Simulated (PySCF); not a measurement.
## Highest orbital energy against ionisation energy along the second row

Calculated with PySCF 2.14, no spin-orbit coupling. Each cell gives −ε(HOMO) / ΔSCF in eV; NIST values include spin-orbit coupling, (s) semi-empirical, (t) theoretical.

```
                            species              UHF              LDA              PBE             PBE0           r2SCAN  NIST (lowest levels)
 B²⁺ (dyall-av3z, non-relativistic)  37.823 / 37.819  32.359 / 37.899  32.656 / 38.290  34.054 / 38.230  32.889 / 37.854                37.931
 C²⁺ (dyall-av3z, non-relativistic)  46.098 / 45.778  40.157 / 46.948  40.362 / 47.107  42.039 / 47.042  40.666 / 46.616                47.888
 N²⁺ (dyall-av3z, non-relativistic)  48.036 / 47.299  38.583 / 47.871  38.832 / 48.026  41.260 / 48.008  39.774 / 48.218            47.445 (s)
 O²⁺ (dyall-av3z, non-relativistic)  55.798 / 54.613  44.991 / 55.425  45.066 / 55.275  47.901 / 55.309  46.124 / 55.605            54.936 (s)
 F²⁺ (dyall-av3z, non-relativistic)  63.890 / 62.259  51.614 / 63.188  51.572 / 62.859  54.825 / 62.936  52.815 / 63.177            62.708 (s)
Ne²⁺ (dyall-av3z, non-relativistic)  64.123 / 61.822  52.162 / 63.644  52.557 / 63.886  55.755 / 63.734  53.406 / 63.619                63.423
```

How far is −ε(HOMO) from ΔSCF on average for each method, and why?

UHF 1.03 eV; LDA -9.18 eV; PBE -9.07 eV; PBE0 -6.57 eV; r2SCAN -8.24 eV. Hartree-Fock orbital energies lack relaxation and so exceed the ΔSCF value; semilocal functionals have convex E(N) from self-interaction, so their HOMO lies far too high; exact exchange moves hybrids part of the way back.
